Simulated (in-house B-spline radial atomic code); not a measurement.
**Ionising Lu VI (Lu5+) with different functionals**

Computed with a radial B-spline atomic code at the basis-set limit: scalar-relativistic (spin-free X2C) Hamiltonian, Fermi nucleus of rms radius 5.37 fm, spin-polarised at highest spin, spherical fractional occupations for the functionals, and exact exchange of hybrids averaged over the configuration. The ionisation energy is the difference of two self-consistent energies, [Xe] 4f12 → [Kr] 4d10 4f13 5s2 5p4, without Breit or QED terms; ε is the level of the shell that loses the electron (its least bound occupied spin orbital). The two configurations differ by more than the removed electron. There is no spin-orbit coupling in this Hamiltonian.

| method | rung | ΔSCF (eV) | -ε(5p) (eV) |
| --- | --- | --- | --- |
| PBE0 | global hybrid | 112.43 | 94.64 |
| B3LYP | global hybrid | 112.51 | 94.21 |
| TPSSh | global hybrid | 112.52 | 93.47 |
| M06-2X | global hybrid | 113.12 | 97.77 |
| BHandHLYP | global hybrid | 112.97 | 96.74 |
| r2SCAN0 | global hybrid | 113.31 | 95.37 |
| B97-1 | global hybrid | 112.33 | 94.25 |
| HSE06 | range-separated hybrid | 112.34 | 94.13 |
| wB97X | range-separated hybrid | 111.93 | 96.96 |
| CAM-B3LYP | range-separated hybrid | 112.51 | 96.13 |
| LC-wPBE | range-separated hybrid | 111.97 | 97.47 |

(1) Among the functionals, which spreads more, the ΔSCF values or the orbital energies?

(2) How do they compare with the NIST value?

Results:

(1) The orbital energies: ΔSCF values span about 1.38 eV and the orbital energies 4.31 eV.

(2) NIST lists 98 eV ± 5 (tabulated theory, ground level to ground level). Errors run from +13.93 to +15.31 eV. The correlated functionals all miss on the same side by more than they spread, so the cause is common to them (spin-orbit coupling, Breit-QED terms, multiplet and fine-structure energies, or a listed next ion that isn't the cheapest removal here) and closeness doesn't rank the functionals.
